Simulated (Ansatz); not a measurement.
Cl₂F₂Ga₂H₂ (`[F][Ga@H-]1[Cl+][Ga@@H-]([F])[Cl+]1`), charge 0, multiplicity 1.

Task: Give a relaxed structure at PBE0-D4/def2-TZVP (Ansatz). (An estimate is asked.)

Result: The calculation gave: 
```xyz
8

F     2.3324    0.6075   -1.3051
Ga    1.1774    1.1379   -0.1115
Cl    0.8265   -0.7270    1.2431
Ga   -1.2476   -1.0421    0.2259
F    -1.0166   -2.4031   -0.8391
Cl   -0.9016    0.8295   -1.1207
H     1.2473    2.4461    0.6988
H    -2.4178   -0.8488    1.2088
```
Point group C2v.
